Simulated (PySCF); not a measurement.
A structure optimised at PBE0-D3(BJ)/def2-SVP, used in a PySCF frequency run:

```xyz
7

O      0.4130     1.9606     0.4141
Sn    -0.1398     0.1123     0.1234
O     -1.9804     0.0956    -0.5448
F     -0.1478    -0.8726     1.7785
Cl     1.3888    -0.9392    -1.2547
H     -0.3490     2.5186     0.6199
H     -2.4010    -0.7653    -0.4209
```
Charge 0, spin multiplicity 1.

### Question
Write its SMILES and formula.

### Answer
[OH][Sn]([OH])([F])[Cl], ClFH2O2Sn

### Question
What are its rotational constants (standard atomic weights)?

### Answer
2.8246, 1.7400, 1.6913 GHz
